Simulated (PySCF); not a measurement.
Deuteron quadrupole couplings in `C/C=C1\[SiH2][C@@H](OCC)[C@@H]1F`

Compound: C7H13FOSi.
SMILES with atom numbers: `[CH3:1]/[CH:2]=[C:3]1\[SiH2:4][C@@H:5]([O:6][CH2:7][CH3:8])[C@@H:9]1[F:10]` (hydrogens: H11, H12, H13 on C1; H14 on C2; H15, H16 on Si4; H17 on C5; H18, H19 on C7; H20, H21, H22 on C8; H23 on C9)

Geometry (GFN2-xTB, Å), atoms numbered from 1 in this order:
```
atom  x, y, z in Å
C1    -3.9475   -0.2877    0.0464
C2    -2.6288   -0.4151   -0.6322
C3    -1.4641   -0.1681   -0.0499
Si4   -0.8051    0.5100    1.5856
C5     0.6938    0.5825    0.3693
O6     1.8696   -0.0221    0.8544
C7     3.0561    0.2638    0.1419
C8     3.1348   -0.3683   -1.2447
C9    -0.0949   -0.2236   -0.6875
F10   -0.0527    0.3221   -1.9583
H11   -4.5664    0.4421   -0.4745
H12   -4.4751   -1.2406    0.0245
H13   -3.8156    0.0264    1.0790
H14   -2.6598   -0.7240   -1.6721
H15   -1.3336    1.7928    2.0478
H16   -0.6292   -0.4560    2.6631
H17    0.9085    1.5846   -0.0235
H18    3.1809    1.3546    0.0564
H19    3.8549   -0.1296    0.7772
H20    2.9868   -1.4436   -1.1759
H21    2.3821    0.0498   -1.9075
H22    4.1156   -0.1762   -1.6724
H23    0.2850   -1.2471   -0.7782
```

Level: PBE0/pcSseg-1 (PySCF, non-relativistic); Q(2H) = 0.00286 b; rigid geometry, the same for H and D, with no vibrational averaging.

Question: Rank these positions by the coupling χzz of a deuteron there, largest first.
A. H21 (methyl hydrogen)
B. H19 (methylene hydrogen)
C. H18 (methylene hydrogen)
D. H14 (vinylic hydrogen)
E. H16 (Si–H hydrogen)
F. H23 (methine hydrogen)

Answer: D (212 kHz), A (207 kHz), B (198 kHz), F (193 kHz), C (189 kHz), E (112 kHz).

Q: Give the electric field gradient Vzz (the principal value of largest size), its asymmetry and the 2H coupling at each hydrogen.

A: 
| atom | bonded to | bond length (Å) | Vzz (au) | η | χzz (kHz) |
| --- | --- | --- | --- | --- | --- |
| H11 | C1 | 1.089 | 0.3113 | 0.02 | 209 |
| H12 | C1 | 1.089 | 0.3115 | 0.02 | 209 |
| H13 | C1 | 1.087 | 0.3151 | 0.03 | 212 |
| H14 | C2 | 1.085 | 0.3162 | 0.04 | 212 |
| H15 | Si4 | 1.462 | 0.1638 | 0.01 | 110 |
| H16 | Si4 | 1.458 | 0.1672 | 0.01 | 112 |
| H17 | C5 | 1.098 | 0.2918 | 0.11 | 196 |
| H18 | C7 | 1.101 | 0.2812 | 0.08 | 189 |
| H19 | C7 | 1.094 | 0.2942 | 0.06 | 198 |
| H20 | C8 | 1.088 | 0.3153 | 0.01 | 212 |
| H21 | C8 | 1.087 | 0.3083 | 0.02 | 207 |
| H22 | C8 | 1.087 | 0.3174 | 0.02 | 213 |
| H23 | C9 | 1.095 | 0.2879 | 0.08 | 193 |

Q: Average by the element that carries the hydrogen.

A: on C: 205 kHz over 11 positions, mean bond length 1.091 Å; on Si: 111 kHz over 2 positions, mean bond length 1.460 Å.

Q: How does χzz go with the bond length over the 11 C–H bonds?

A: A straight-line fit has a slope of -16.2 kHz for each 0.01 Å, with a correlation coefficient of -0.95, over lengths from 1.085 to 1.101 Å. The longer bonds have the smaller couplings here.

Q: A static deuteron (I = 1) shows a doublet split by (3/2)χ, (3/4)χ(1 + η) and (3/4)χ(1 − η) with the field along z, y and x of the gradient. What are these for H22?

A: With |χ| = 213.3 kHz and η = 0.024: 320, 164 and 156 kHz, to first order and without motion.

The structure is a single GFN2-xTB conformer in the gas phase; no vibrational or solvent corrections. GFN2-xTB bond lengths can be off by several hundredths of an ångström, more for odd bonds, and the gradients follow them. The small basis limits the accuracy of the gradients.

The run behind these numbers computed NMR shieldings as well. Time: 1.8 min of wall time; peak memory 1.0 GiB. Hardware: one thread, Arm Neoverse N1 (aarch64), no GPU, shared host with 64 logical CPUs at a one-minute load of 61.
